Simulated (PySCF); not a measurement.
A structure optimised at PBE-D3(BJ)/def2-SVP, used in a PySCF frequency run:

```xyz
9

C      1.3127     0.4356     0.0000
N      1.1231    -0.8440     0.0000
C     -0.1345    -1.3302     0.0000
C     -1.2059    -0.4205     0.0000
N     -1.0103     0.9071     0.0000
C      0.2509     1.3657     0.0000
H     -0.2860    -2.4229     0.0000
H     -2.2499    -0.7800     0.0000
H      0.4065     2.4570     0.0000
```
Charge 0, spin multiplicity 2.

Task: Write its SMILES, formula and point group.

Result: [c]1cnccn1, C₄H₃N₂, Cs

Task: What are its rotational constants (standard atomic weights)?

Result: 6.7569, 6.0330, 3.1872 GHz
